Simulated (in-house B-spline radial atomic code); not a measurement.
RPA and G0W0 for the calcium ion Ca⁺, [Ar] 4s1, highest spin, as one setting changes: the share of exact exchange in the PBE hybrid start. A dash marks a level of low quasi-particle weight. Computed with a B-spline radial code for spherical atoms: all electrons, scalar-relativistic (spin-free one-electron X2C), finite nucleus, each spin shell either full or empty, empty states to l = 9 with an (l + 1/2)⁻⁴ tail; G0W0 by contour deformation at full frequency.

RPA overbinds a lone outer s electron by self-correlation, and G0W0 tends to as well.

```tsv
share of exact exchange in the PBE hybrid start	mean-field level (eV)	G0W0 level (eV)	RPA correlation (Eh)
0	-9.338	4s up -12.360	-1.208
0.1	?	?	?
0.2	-9.830	4s up -12.339	-1.1677
0.3	-10.073	4s up -12.320	-1.15
0.4	-10.316	4s up -12.300	-1.1335
0.5	?	?	?
0.6	-10.796	4s up -12.258	-1.1028
0.7	-11.034	4s up -12.236	-1.0886
0.8	-11.271	4s up -12.215	-1.075
0.9	-11.506	4s up -12.194	-1.062
1	-11.740	4s up -12.174	-1.0495
```

(1) What belongs in the row for 0.5?

(2) What belongs in the row for 0.1?

Results:

(1) mean-field level (eV): -10.557; G0W0 level (eV): 4s up -12.279; RPA correlation (Eh): -1.1178.

(2) mean-field level (eV): -9.584; G0W0 level (eV): 4s up -12.354; RPA correlation (Eh): -1.1867.
